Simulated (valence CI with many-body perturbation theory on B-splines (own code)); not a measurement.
E1 line list for Tb¹⁵⁺

Level of theory: relativistic CI+MBPT: four valence electrons over a frozen Dirac-Fock core [Kr] 4d10, a basis of 8 s, 8 p, 9 d, 9 f, 6 g, 3 h, 2 i functions for each j, with the one-electron correlation potential Σ1 (screened to all orders), the two-electron term Σ2, the three-electron term Σ3, Breit, model QED; selected single and double excitations, second order for the rest, scaled by the run's own slope (own B-spline code, finite nucleus).

No measured spectrum was set against this ion. As an estimate, terms of the open shell hold to a few per cent of their energy, and close levels can change places; configurations with another count of f electrons can be misplaced by thousands of cm⁻¹. Core correlation moves these levels by up to 49000 cm⁻¹, and in measured spectra 5 to 20 % of such shifts remained as error; rates that hang on mixing are uncertain with them.

Lines 51 to 100 of 116 in falling wavelength, among levels below 65257 cm⁻¹, chosen from the strongest by gf and those to the six lowest levels. Wavelengths and rates use the calculated energies, so an error of 2000 cm⁻¹ moves a line at 627.1 nm by 13 % and its rate by three times that or more. Electric multipoles are in the length gauge, E1 and E2 with the static RPA response of the core. Weak lines are less certain than strong ones. Lines between different terms over intervals too small for the method are left out, as are lines whose strength nearly cancels. Where a level lies close to another of its J and parity, the split of strength between their lines is uncertain. The highest levels of a list are the least certain.

Names give the largest LS component (configuration and term), which can be under half, so a name can repeat, a term be missing and a line seem to break the LS rules; names also repeat where a configuration has a term twice. Letters in brackets count levels of one name in rising energy.

| λ vac (nm) | Upper | Lower | A (s⁻¹) | log gf | Branch % |
| --- | --- | --- | --- | --- | --- |
| 627.1 | 4f3 5s 3I°_6 | 4f4 3H_6 | 4.09e+00 | -6.50 | 9.1 |
| 578.7 | 4f3 5s 3I°_5 | 4f4 5G_4 | 3.70e-02 | -8.69 | 0.1 |
| 574.9 | 4f3 5s 5F°_1 | 4f4 3P_1 | 1.57e+00 | -7.63 | 0.1 |
| 556.7 | 4f3 5s 5F°_3 | 4f4 3D_3 | 4.52e+00 | -6.83 | 0.4 |
| 553.3 | 4f3 5s 5I°_7 | 4f4 3K_7 | 7.40e-02 | -8.29 | 0.9 |
| 552.7 | 4f3 5s 5F°_3 | 4f4 1D_2 [a] | 1.15e+00 | -7.43 | 0.1 |
| 545.7 | 4f3 5s 3I°_5 | 4f4 3H_5 | 2.84e+00 | -6.85 | 10.3 |
| 541.7 | 4f3 5s 5F°_3 | 4f4 3G_4 | 1.59e+01 | -6.31 | 1.5 |
| 533.5 | 4f4 1I_6 | 4f3 5s 5I°_6 | 5.58e-01 | -7.51 | 1.6 |
| 514.2 | 4f4 5D_4 | 4f3 5s 5I°_5 | 9.19e-02 | -8.48 | 0.4 |
| 508.3 | 4f3 5s 3I°_6 | 4f4 5G_6 | 5.67e+00 | -6.54 | 12.6 |
| 505.5 | 4f3 5s 5I°_8 | 4f4 3K_8 | 5.91e-01 | -7.41 | 7.0 |
| 500.1 | 4f3 5s 5F°_1 | 4f4 3D_2 | 5.78e+00 | -7.19 | 0.4 |
| 494.1 | 4f3 5s 3I°_6 | 4f4 3L_7 | 4.77e-01 | -7.64 | 1.1 |
| 491.6 | 4f3 5s 3I°_6 | 4f4 5G_5 | 2.05e-01 | -8.02 | 0.5 |
| 484.4 | 4f3 5s 5I°_7 | 4f4 3K_6 | 4.80e-02 | -8.60 | 0.6 |
| 463.2 | 4f4 3F_3 [b] | 4f3 5s 5I°_4 | 1.33e-01 | -8.52 | 0.4 |
| 461.4 | 4f3 5s 5F°_2 | 4f4 3D_2 | 2.19e+00 | -7.46 | 0.2 |
| 442.9 | 4f3 5s 5F°_2 | 4f4 3G_3 | 9.79e+01 | -5.84 | 8.4 |
| 436.5 | 4f3 5s 5I°_8 | 4f4 3K_7 | 2.72e-01 | -7.88 | 3.2 |
| 420.4 | 4f3 5s 3I°_5 | 4f4 3H_4 | 5.76e-01 | -7.78 | 2.1 |
| 414.6 | 4f3 5s 5F°_3 | 4f4 3D_2 | 1.02e+01 | -6.73 | 0.9 |
| 410.0 | 4f3 5s 3I°_5 | 4f4 5F_5 | 2.87e-01 | -8.10 | 1.0 |
| 399.5 | 4f3 5s 5F°_3 | 4f4 3G_3 | 5.00e+01 | -6.08 | 4.6 |
| 389.5 | 4f3 5s 3I°_6 | 4f4 3H_5 | 2.76e+00 | -7.09 | 6.2 |
| 386.1 | 4f3 5s 3I°_5 | 4f4 3K_6 | 5.53e+00 | -6.87 | 20.0 |
| 374.1 | 4f3 5s 5F°_3 | 4f4 5G_4 | 3.60e+02 | -5.28 | 33.0 |
| 356.3 | 4f3 5s 3I°_5 | 4f4 5F_4 | 3.73e-01 | -8.11 | 1.4 |
| 349.0 | 4f3 5s 5F°_1 | 4f4 5G_2 | 1.25e+03 | -5.16 | 95.8 |
| 340.6 | 4f3 5s 5F°_2 | 4f4 5G_3 | 6.29e+02 | -5.26 | 53.9 |
| 329.7 | 4f3 5s 5F°_2 | 4f4 5G_2 | 3.70e+02 | -5.52 | 31.7 |
| 326.0 | 4f3 5s 3I°_6 | 4f4 3K_7 | 7.34e+00 | -6.82 | 16.4 |
| 315.1 | 4f3 5s 3I°_6 | 4f4 5F_5 | 7.01e-01 | -7.87 | 1.6 |
| 314.4 | 4f3 5s 5F°_3 | 4f4 5G_3 | 3.25e+02 | -5.47 | 29.8 |
| 305.1 | 4f3 5s 5F°_3 | 4f4 5G_2 | 1.17e+01 | -6.94 | 1.1 |
| 300.9 | 4f3 5s 5F°_3 | 4f4 3H_4 | 1.63e+02 | -5.81 | 14.9 |
| 300.8 | 4f3 5s 3I°_6 | 4f4 3K_6 | 1.72e+00 | -7.52 | 3.8 |
| 297.4 | 4f3 5s 5I°_5 | 4f4 5I_6 | 9.13e-02 | -8.88 | 3.9 |
| 297.2 | 4f3 5s 5F°_1 | 4f4 5S_2 | 2.71e-01 | -8.97 | 0.0 |
| 293.9 | 4f3 5s 5I°_6 | 4f4 5I_7 | 2.17e-01 | -8.44 | 3.3 |
| 292.3 | 4f3 5s 5I°_4 | 4f4 5I_5 | 6.45e-02 | -9.13 | 26.6 |
| 286.6 | 4f3 5s 5I°_7 | 4f4 5I_8 | 3.73e-01 | -8.16 | 4.3 |
| 283.1 | 4f3 5s 5F°_2 | 4f4 5S_2 | 1.35e+00 | -8.09 | 0.1 |
| 273.9 | 4f3 5s 5F°_2 | 4f4 5F_3 | 9.33e-01 | -8.28 | 0.1 |
| 269.7 | 4f3 5s 5F°_1 | 4f4 5F_2 | 2.96e+01 | -7.01 | 2.3 |
| 266.6 | 4f3 5s 5F°_3 | 4f4 5F_4 | 1.23e+02 | -6.04 | 11.2 |
| 265.1 | 4f3 5s 5F°_1 | 4f4 5F_1 | 1.37e+01 | -7.36 | 1.1 |
| 264.8 | 4f3 5s 5F°_3 | 4f4 5S_2 | 1.49e+00 | -7.96 | 0.1 |
| 263.9 | 4f3 5s 5I°_6 | 4f4 5I_6 | 8.66e-02 | -8.93 | 1.3 |
| 263.5 | 4f3 5s 5I°_4 | 4f4 5I_4 | 9.07e-02 | -9.07 | 37.4 |

Q: How does gf follow from A for the line at 329.7 nm?

A: gf = 1.4992 × (2J+1)_upper × A / σ², with σ = 30327 cm⁻¹ and 2J+1 = 5: gf = 3.02e-06.
